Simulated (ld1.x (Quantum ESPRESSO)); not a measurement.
# Configuration tests for boron (B) (PAW)

```
Element                 : B
Generator               : ld1.x (Quantum ESPRESSO) 7.5
Type                    : PAW
Functional              : PBE
Relativity              : scalar-relativistic
Frozen core             : [He]
Valence charge          : 3
Reference configuration : 2s2 2p0 (charge +1)
Partial waves           : 2s (bound): rcut 1.60, rcutus 1.70 bohr; 2s channel at -0.75 Ry: rcut 1.60, rcutus 1.70 bohr; 2p (bound, empty): rcut 2.45, rcutus 3.00 bohr; 2p channel at 0.1 Ry: rcut 2.45, rcutus 3.00 bohr; 3d channel at 0.35 Ry: rcut 2.35, rcutus 2.90 bohr; 3d channel at 1 Ry: rcut 2.35, rcutus 2.90 bohr
Local potential         : all-electron potential smoothed inside 2.70 bohr (lloc = -2)
Core correction         : Bessel-smoothed model core, default radius (core density twice the valence density)
Augmentation charge     : BESSEL, radius 1.85 bohr
```

Energies are relative to the spin-unpolarised reference configuration 2s2 2p0; without spin polarisation the order of configurations can differ from experiment.

```tsv
valence configuration	charge	ΔE all-electron (eV)	error AE − PS (meV)
2s2 2p1	0	-8.220	+2.8
2s1 2p0	+2	25.422	+45
2s0 2p3	0	3.501	+7.6
2s1 2p1	+1	6.141	+2.4
2s2 2p1.3	-0.3	-8.958	+2.7
2s1 2p2	0	-2.369	+1.1
```

Problem. What are ΔE and the potential's error for 2s2 2p0.5?

Solution. ΔE = -5.332 eV all-electron; the error (AE − PS) is +1.9 meV.

Levels in the configuration 2s2 2p0.5:

| level | all-electron (eV) | pseudo (eV) |
| --- | --- | --- |
| 2s | -14.130 | -14.141 |
| 2p | -8.087 | -8.091 |
